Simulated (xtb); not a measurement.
A run for xtb: GFN2-xTB on MgAl-, 2S+1 = 3, a spin state set in the input, which need not be the lowest, a point of a bond scan (R = 2.804 Å). Charge -1.

```
$ xtb mol.xyz --gfn 2 --sp --chrg -1 --uhf 2
2

Mg     0.00000000     0.00000000     0.00000000
Al     0.00000000     0.00000000     2.80424700
```

The head of its log:

```
[...]
           -------------------------------------------------
          |                Calculation Setup                |
           -------------------------------------------------



           -------------------------------------------------
          |                 G F N 2 - x T B                 |
           -------------------------------------------------

        Reference                      10.1021/acs.jctc.8b01176
      * Hamiltonian:
        H0-scaling (s, p, d)           1.850000    2.230000    2.230000
        zeta-weighting                 0.500000
      * Dispersion:
        s8                             2.700000
        a1                             0.520000
        a2                             5.000000
        s9                             5.000000
      * Repulsion:
        kExp                           1.500000    1.000000
        rExp                           1.000000
      * Coulomb:
        alpha                          2.000000
        third order                    shell-resolved
        anisotropic                    true
        a3                             3.000000
        a5                             4.000000
        cn-shift                       1.200000
        cn-exp                         4.000000
        max-rad                        5.000000


          ...................................................
          :                      SETUP                      :
          :.................................................:
          :  # basis functions                  20          :
          :  # atomic orbitals                  18          :
          :  # shells                            6          :
          :  # electrons                         6          :
          :  max. iterations                   250          :
          :  Hamiltonian                  GFN2-xTB          :
          :  restarted?                      false          :
          :  GBSA solvation                  false          :
          :  PC potential                    false          :
          :  electronic temp.          300.0000000     K    :
          :  accuracy                    1.0000000          :
          :  -> integral cutoff          0.2500000E+02      :
          :  -> integral neglect         0.1000000E-07      :
          :  -> SCF convergence          0.1000000E-05 Eh   :
          :  -> wf. convergence          0.1000000E-03 e    :
          :  Broyden damping             0.4000000          :
          :  net charge                         -1          :
          :  unpaired electrons                  2          :
          ...................................................

 iter      E             dE          RMSdq      gap      omega  full diag
   1     -1.1822631 -0.118226E+01  0.682E+01    0.34       0.0  T
   2     -0.9705863  0.211677E+00  0.334E+01    1.46       1.0  T
```

### Question
Give the final energy of this run.

### Answer
-1.9169 hartree.
